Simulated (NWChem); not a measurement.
# AuH2OI; SMILES [OH2]->[Au][I]

```xyz
5

Au    -0.0112    -0.7827     0.0000
I      0.0023     1.7452     0.0000
O     -0.0140    -2.9924     0.0000
H      0.4358    -3.3611     0.7714
H      0.4358    -3.3611    -0.7714
```
Atoms are numbered in this order, from 1.

All runs: NWChem. All runs use the structure optimised with PBE0/def2-SVP. Not confirmed as a minimum by frequencies. def2 effective core potentials on I, Au; no spin-orbit coupling. Ions are spin-unrestricted doublets at the neutral geometry; other ion states weren't tried.

Estimate the computed values for PBE/def2-SVP. Quantities: vertical ionisation energy, ΔSCF (eV); −ε(HOMO) (eV).

The vertical ionisation energy, ΔSCF (eV) is 8.44 and the −ε(HOMO) (eV) comes out as 5.28.
